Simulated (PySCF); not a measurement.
**Computed properties of B(Cl)(vinyl)(OMe) (C3H6BClO), SMILES C=CB(Cl)OC**

B(Cl)(vinyl)(OMe) (C3H6BClO), SMILES C(=C)B(OC)Cl. Geometry optimised at ωB97X-D3(BJ)/def2-SVP. Other conformers were not sampled. All values are computed for the isolated molecule unless a solvent is named; none is compared with measurement here.

**Structure.** All 30 harmonic modes at ωB97X-D3(BJ)/def2-SVP (PySCF) are real, so it is a minimum. With heavy atoms numbered as in [B:1]([Cl:2])([CH:3]=[CH2:4])[O:8][CH3:9], the shortest bond between them is C3–C4 at 1.340 Å and the longest B1–Cl2 at 1.778 Å.

**Vibrations.** The strongest infrared lines (harmonic, unscaled, degenerate partners summed) lie at 1412 cm⁻¹ (317 km/mol, H 44 %, B 23 %, O 18 %, C 15 %), 1042 cm⁻¹ (172 km/mol, B 44 %, H 42 %, C 11 %), 1523 cm⁻¹ (170 km/mol, H 53 %, B 24 %, O 19 %). The softest mode is at 95 cm⁻¹ and the zero-point energy is 57.8 kcal/mol.

**Electronic structure.** B3LYP/def2-TZVP (PySCF) places the frontier levels at -7.90 and -1.43 eV, a gap of 6.47 eV, and gives a dipole moment of 3.13 D and a mean polarisability of 66.6 bohr³. PBE/def2-TZVP (PySCF) at the same geometry gives -6.97 and -2.17 eV, so its gap is 1.67 eV narrower. An orbital gap is neither the optical nor the fundamental gap.

**Excitations.** TDA-M06-2X/def2-SVPD (PySCF) has S1 at 6.11 eV (203 nm, f = 0.014, weak); the most intense of the 10 singlets computed lies at 6.98 eV (f = 0.25). T1 (TDA) is at 4.31 eV, 1.80 eV under S1. TDA-PBE/def2-SVPD (PySCF) puts S1 at 5.13 eV. No vertical singlet excitation falls in the visible range (under 3.1 eV).

**NMR.** GIAO shifts at KT2/pcSseg-1 (PySCF) (non-relativistic, atoms alike by connectivity averaged): ¹³C from 60.6 to 133.9 ppm against TMS; ¹H from 4.4 to 6.2 ppm against TMS; ¹¹B at 23.2 ppm against BF3. Without spin–orbit terms, shifts of atoms bonded to Cl or Br come out too high.
